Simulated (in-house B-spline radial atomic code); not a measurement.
# PBEsol excitations of Nb5+

Method: PBEsol. Computed with a B-spline radial code for spherical atoms: linear response of the closed shell [Ar] 3d10 4s2 4p6 with the functional's adiabatic kernel; scalar-relativistic (spin-free one-electron X2C), finite nucleus, no spin-orbit coupling, no double excitations, S, P, D and F terms only; shells from n = 2 respond. Only terms of natural parity with L up to 3 were computed.

Command:
```bash
python run_td.py task.json out
```
Settings (radii: box in bohr, nucleus in fm):
```
Z                        41
electrons                36
configuration            [Ar] 3d10 4s2 4p6
hamiltonian              x2c
method                   pbesol
box_radius               16.35
rms_radius               4.324
intervals                71
```

Cost of the run: 2.3 s on 1 thread of Arm Neoverse N1 (shared host).

The lowest states, in the order of their Tamm-Dancoff energies; the method's threshold (minus the highest occupied level) is 93.96 eV. Labels give the largest channel, * marks a mixed state, and oscillator strengths are full-response dipole values. Semilocal kernels can invert the small singlet-triplet splittings of Rydberg terms. Energies in eV:

```
     state  full response  Tamm-Dancoff  oscillator strength
4p → 4d 3P          34.47         34.55                    -
4p → 4d 3F          34.94         35.03                    -
4p → 4d 1F              ?             ?                    -
4p → 4d 1P              ?             ?                    ?
4p → 5s 3P          48.49         48.50                    -
4p → 5s 1P          49.11         49.13                0.569
4p → 5p 3S          55.44         55.46                    -
4p → 5p 3D          55.98         55.99                    -
4p → 5p 1D          56.34         56.35                    -
4p → 5p 1S          58.67         58.85                    -
```

Task: Where does 4p → 4d 1F lie?

Result: At 37.45 eV in full response, 37.48 eV in Tamm-Dancoff.

Task: Where does 4p → 4d 1P lie?

Result: At 45.89 eV in full response, 47.50 eV in Tamm-Dancoff, oscillator strength 5.51.

Task: How large is the singlet-triplet splitting of 4p → 4d (F terms) in Tamm-Dancoff?

Result: 2.45 eV, from the unrounded values.

Task: What polarisabilities and dispersion coefficient does the method give?

Result: Dipole 2.278 bohr³, quadrupole 3.808 bohr⁵, C6 7.168 hartree·bohr⁶ for two such species.
